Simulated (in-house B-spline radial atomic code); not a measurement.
Successive ionisation energies of thallium; each step leads to the configuration of the next row (after the last: bare). NIST's values go from ground level to ground level; the uncertainty of those that are theory runs from under 0.1 % in few-electron ions to several per cent in heavy many-electron ones. Computed with a radial B-spline atomic code at the basis-set limit: non-relativistic Hartree-Fock, average of the configuration, point nuclei.

This level leaves out relativity, spin-orbit splitting included, which matters for heavy ions.

```
  ion  configuration  ionisation energy (eV)  tabulated value (eV)    tabulated kind  computed minus tabulated (eV)  highest orbital  largest mean radius (bohr)
Tl70+       [Ne] 3s1                  8085.6                  8880  tabulated theory                           -794               3s                     0.17979
Tl71+   [He] 2s2 2p6                 18828.1                 19070  tabulated theory                           -242               2p                    0.077209
Tl72+   [He] 2s2 2p5                 19188.6                 19440  tabulated theory                           -251               2p                    0.076917
Tl73+   [He] 2s2 2p4                       ?                     ?  tabulated theory                              ?                ?                           ?
Tl74+   [He] 2s2 2p3                 19918.1                 20210  tabulated theory                           -292               2p                     0.07634
Tl75+   [He] 2s2 2p2                 20287.0                 22780  tabulated theory                          -2493               2p                    0.076055
Tl76+   [He] 2s2 2p1                 20658.6                 23250  tabulated theory                          -2591               2p                    0.075771
Tl77+       [He] 2s2                       ?                     ?  tabulated theory                              ?                ?                           ?
Tl78+       [He] 2s1                 21446.6               24234.1  tabulated theory                          -2788               2s                    0.075229
Tl79+            1s2                       ?                     ?  tabulated theory                              ?                ?                           ?
Tl80+            1s1                 89267.0              98592.12  tabulated theory                          -9325               1s                    0.018519
```

**Question.** Fill in the row of Tl73+.

**Answer.** ionisation energy (eV): 19552.0; tabulated value (eV): 19840; computed minus tabulated (eV): -288; highest orbital: 2p; largest mean radius (bohr): 0.076628.

**Question.** Fill in the row of Tl77+.

**Answer.** ionisation energy (eV): 21120.7; tabulated value (eV): 23850; computed minus tabulated (eV): -2729; highest orbital: 2s; largest mean radius (bohr): 0.075489.

**Question.** Fill in the row of Tl79+.

**Answer.** ionisation energy (eV): 87892.4; tabulated value (eV): 96783.2; computed minus tabulated (eV): -8891; highest orbital: 1s; largest mean radius (bohr): 0.018605.

**Question.** Where is the largest jump?

**Answer.** From Tl78+ to Tl79+, by a factor of 4.10 (21447 to 87892 eV); the highest orbital goes from 2s to 1s.
